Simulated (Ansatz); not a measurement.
BrH$_{2}$OSb, SMILES `[OH][SbH][Br]`, charge 0, multiplicity 1.

Q: Give a relaxed structure at PBE0-D4/def2-TZVP (Ansatz). (Estimate.)

A: Ansatz gave: 
```xyz
5

O     0.894    0.526    0.768
Sb   -0.847    0.350   -0.107
Br   -0.726   -2.074   -0.784
H     0.846    0.298    1.701
H    -0.167    0.899   -1.579
```
